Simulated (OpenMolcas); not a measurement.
A calculation on Ni.

| Item | Value |
| --- | --- |
| Program | OpenMolcas |
| Method | CASSCF |
| Basis | ANO-RCC-VQZP [7s6p4d3f2g1h] |
| Scalar Hamiltonian | DKH2, point nucleus |
| Active space | 10 electrons in 11 orbitals (3d 4s 4d) |
| State averaging | 2S+1 = 3 even, 15 roots; 2S+1 = 1 even, 10 roots kept (CI in the orbitals of an earlier block) |
| Spin-orbit coupling | state interaction with AMFI integrals over the reference wave functions, term energies averaged over their components |

Which level of the active space comes out lowest?

3d8 4s2 3F4, with 100 % of that term.

How high does 3d8 4s2 3P2 lie?

18662 cm-1 above the lowest level.

How high does 3d8 4s2 3P1 lie?

18833 cm-1 above the lowest level.

How high does 3d8 4s2 3F2 lie?

2217 cm-1 above the lowest level.

The level at 16298 cm-1 has J = 2. What is it made of, and what is its g factor?

78 % 3d8 4s2 1D2, 21 % 3d8 4s2 3P; g = 1.106, against 1.000 from Landé's formula for the pure leading term.

Without dynamic correlation excited terms often stand tens of per cent too high (terms of higher spin than the ground term too low), and those without a measured partner can miss by more than the paired ones. Terms from blocks run as CI alone lack orbitals of their own. Active for correlation alone: 4d; no level in the range computed is led by a configuration that fills it, so any true level of that kind is missing. Only configurations of the active space appear.
